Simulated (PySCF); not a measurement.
Radial density of Ag (silver, neutral)

PBEsol, [Kr] 4d10 5d1, 2D determinant (an excited configuration). All numbers are calculated (PySCF 2.14, scalar relativity through the core potential, in aug-cc-pVTZ-PP with one added diffuse shell each of s, p, d, f, g type with ECP28MDF (7s7p6d4f3g, 113 functions)). This is the valence pseudo-density: the core potential removes the inner electrons and smooths the orbitals near the nucleus.

| r (bohr) | 4πr²ρ (e/bohr) | 4πr²(ρα − ρβ) |
| --- | --- | --- |
| 0.0180 | 1.328e-05 | 0.0000 |
| 0.0304 | 3.331e-05 | 0.0000 |
| 0.0511 | 7.941e-05 | 0.0000 |
| 0.0859 | 0.0003361 | 0.0000 |
| 0.144 | 0.003650 | 0.0000 |
| 0.243 | 0.05837 | 0.0000 |
| 0.409 | 1.365 | 0.0004 |
| 0.687 | 13.73 | 0.0031 |
| 1.16 | 14.80 | 0.0028 |
| 1.94 | 3.328 | 0.0007 |
| 3.27 | 0.3068 | 0.0123 |
| 5.50 | 0.08448 | 0.0792 |
| 9.26 | 0.1433 | 0.1433 |
| 15.6 | 0.007119 | 0.0071 |

Energies and moments cover only the electrons outside the core potential. The outer electron is Rydberg-like, and this basis confines it to a smaller radius and binds it less than a complete one would.
